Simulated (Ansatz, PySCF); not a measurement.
C2H3N, SMILES [C-]#[N+]C. Atoms are numbered in the order given.

```xyz
6

C      0.0000     0.0000    -1.0934
N      0.0000     0.0000     0.3160
C      0.0000     0.0000     1.4801
H      0.8884     0.5129    -1.4642
H      0.0000    -1.0258    -1.4642
H     -0.8884     0.5129    -1.4642
```

The structure is a stationary point at PBE0-D3(BJ)/def2-TZVP.

Two levels are set side by side: PBE-D3(BJ)/def2-TZVP (Ansatz, a first-principles code) and PBE0-D3(BJ)/def2-TZVP (Ansatz). Each level has its own optimised geometry; the coordinates shown are those of the second. Frequencies come from the Hessian of PySCF at each geometry. Differences are taken from unrounded values.

```csv
quantity,PBE0-D3(BJ)
mean bond length (Å),1.169
bond C1–N2 (Å),1.409
bond N2–C3 (Å),1.164
bond C1–H4 (Å),1.091
bond C1–H5 (Å),1.091
bond C1–H6 (Å),1.091
highest harmonic wavenumber (cm⁻¹),3146
mean harmonic wavenumber (cm⁻¹),1657
zero-point energy (kcal/mol),28.43
```

Problem. What does PBE-D3(BJ) give, and how far is it from PBE0-D3(BJ)? (An estimate is asked for; the answer gives what the named calculation found.)

Solution. 
```csv
quantity,PBE-D3(BJ),PBE-D3(BJ) minus PBE0-D3(BJ)
mean bond length (Å),1.178,0.009
bond C1–N2 (Å),1.417,0.008
bond N2–C3 (Å),1.177,0.013
bond C1–H4 (Å),1.099,0.008
bond C1–H5 (Å),1.099,0.008
bond C1–H6 (Å),1.099,0.008
highest harmonic wavenumber (cm⁻¹),3055,-91
mean harmonic wavenumber (cm⁻¹),1602,-55
zero-point energy (kcal/mol),27.48,-0.95
```

GGA bonds tend to be longer and softer than those of functionals with exact exchange. Differences between two approximate levels are no errors against the true value.
